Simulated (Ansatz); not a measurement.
`[OH][AlH]/[CH]=C/F` + H₂S → `F/C=C\S` + `[OH][AlH2]`  (substitution at a C–Al bond)

Program: Ansatz. Geometries: PBE0-D4/def2-TZVP. ΔE: electronic, gas phase. CCSD(T)/CBS adds triple-zeta CCSD(T) − MP2 to the extrapolated MP2 energy (def2 sets, frozen cores). This one scheme is used for every species. Double bonds are as drawn, so ΔE can hold a change between cis and trans. Functionals use def2-TZVPP. One conformer a species, not always the lowest.

`[OH][AlH]/[CH]=C/F`:

Z-matrix (Å, degrees):
```
Al
C 1 1.922
O 1 1.699 2 114.3
H 1 1.582 2 124.8 3 180.0
C 2 1.325 1 118.8 3 -0.2
H 2 1.088 1 124.6 3 179.9
H 3 0.955 1 123.8 2 180.0
F 5 1.339 2 123.2 1 -180.0
H 5 1.086 2 125.9 1 0.0
```

H₂S:

Cartesian coordinates in Å:
```
S 0.375 -0.419 -0.259
H -0.888 -0.455 0.191
H 0.512 0.874 0.068
```

`F/C=C\S`:

Z-matrix (Å, degrees):
```
C
C 1 1.323
F 1 1.340 2 122.0
H 1 1.082 2 124.9 3 -180.0
S 2 1.741 1 127.4 3 -0.0
H 2 1.082 1 118.0 3 180.0
H 5 1.342 2 96.5 1 0.0
```

`[OH][AlH2]`:

Cartesian coordinates in Å:
```
O 1.052 0.488 0.367
Al -0.309 -0.375 -0.159
H 1.038 1.422 0.569
H -1.694 0.375 -0.334
H -0.087 -1.910 -0.443
```

```csv
level,ΔE (kJ/mol),difference from CCSD(T)/CBS
LDA (SPW92),58.5,-12.8
PBE-D4,62.2,-9.1
revPBE-D4,59.8,-11.5
PBE0-D4,66.2,-5.1
BHLYP-D4,71.6,0.3
CAM-B3LYP-D4,68.8,-2.5
ωB97M-V,71.3,0.0
PBE-QIDH,70.0,-1.3
r2SCAN0,70.7,-0.6
LC-ωPBE,68.2,-3.1
HF/def2-SVP,79.3,8.0
MP2/def2-SVP,71.0,-0.3
CCSD/def2-SVP,71.5,0.2
CCSD(T)/def2-SVP,69.9,-1.4
MP2/def2-TZVPP,72.4,1.1
CCSD(T)/def2-TZVPP,73.0,1.7
CCSD(T)/CBS,71.3,0
```

Largest T1 diagnostic among the species: 0.013.

From PBE to PBE0 (25 % exact exchange), in def2-TZVPP and without D4, ΔE moves by +3.8 kJ/mol. Leaving LDA and LC-ωPBE aside and taking each functional with its dispersion term where it has one, the values spread over 11.8 kJ/mol, from revPBE-D4 to BHLYP-D4. LDA lies −3.9 kJ/mol from PBE without D4.
